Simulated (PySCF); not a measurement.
Ta(NH)(F)2(OH) (F2H2NOTa), SMILES [NH]=[Ta]([F])([F])[OH], multiplicity 1.

Geometry: B3LYP-D3(BJ)/def2-SVP. The spin state was assumed, not searched. The structure was generated by enumeration; whether it is a known compound was not checked. The def2 effective core potentials stand for the cores of Ta; spin–orbit coupling is left out. The values are those of a single conformer.

Two levels are set side by side: TDDFT-PBE/def2-SVPD (PySCF) and TDDFT-LC-ωPBE/def2-SVPD (PySCF). Vertical, same geometry. The lowest singlet is HOMO→LUMO 91 % with PBE and HOMO→LUMO+1 62 %, HOMO−1→LUMO+2 17 %, HOMO→LUMO 11 % with the other functional; states are paired by order. Differences are taken from unrounded values.

```tsv
quantity	TDDFT-LC-ωPBE
lowest singlet excitation (eV)	5.65
lowest triplet excitation (TDA) (eV)	5.02
```

**Question.** What does TDDFT-PBE give, and how far is it from TDDFT-LC-ωPBE? (The exact figures need the calculation; the answer reports its results.)

**Answer.** 
| quantity | TDDFT-PBE | TDDFT-PBE minus TDDFT-LC-ωPBE |
|---|---|---|
| lowest singlet excitation (eV) | 5.14 | -0.51 |
| lowest triplet excitation (TDA) (eV) | 4.74 | -0.28 |

Functionals without exact exchange tend to place singlet excitations lower, as here. Differences between two approximate levels are no errors against the true value.

Rough cost on one machine, each run with all the roots and properties that it gave: TDDFT-LC-ωPBE against TDDFT-PBE about 9 times.
